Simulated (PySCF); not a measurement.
H5O3PSi, SMILES O[Si](O)(O)P. Atoms are numbered in the order given.

```xyz
10

O     -0.5988    -0.3005     1.6752
Si    -0.3463    -0.1641     0.0438
O     -1.4981     0.7512    -0.7352
O     -0.4851    -1.6827    -0.6037
P      1.6979     0.7376    -0.2977
H     -1.3012    -0.9132     1.9315
H     -1.5595     1.6842    -0.4999
H     -0.7383    -1.7292    -1.5334
H      2.2615     0.1094     0.8540
H      1.3727     1.9382     0.4100
```
Charge 0, spin multiplicity 1.

Geometry optimised at B3LYP-D3(BJ)/def2-SVP. This is a generated structure with no PubChem entry under its InChIKey; it may be hypothetical. The values are those of a single conformer.

Computed with PBE/pcSseg-1 run with PySCF.

GIAO shieldings, no solvent; atoms listed in one row are averaged. δ = σ(ref) − σ: ¹⁷O against H2O (σ = 334.3 ppm); ²⁹Si against TMS (σ = 335.4 ppm); ³¹P against PH3 (σ = 576.8 ppm); ¹H against TMS (σ = 31.49 ppm), references at their B3LYP-D3(BJ)/def2-TZVP geometries, non-relativistic.

Q: Estimate the chemical shifts. (An estimate is asked for; the answer gives what the named calculation found.)

A: 
| nucleus | atoms | count | δ (ppm) |
|---|---|---|---|
| ¹⁷O | O3 | 1 | 97.4 |
| ¹⁷O | O1 | 1 | 87.0 |
| ¹⁷O | O4 | 1 | 69.0 |
| ²⁹Si | Si2 | 1 | -19.5 |
| ³¹P | P5 | 1 | -9.0 |
| ¹H | H6 | 1 | 2.57 |
| ¹H | H9 | 1 | 2.12 |
| ¹H | H7 | 1 | 2.10 |
| ¹H | H8 | 1 | 2.09 |
| ¹H | H10 | 1 | 1.74 |
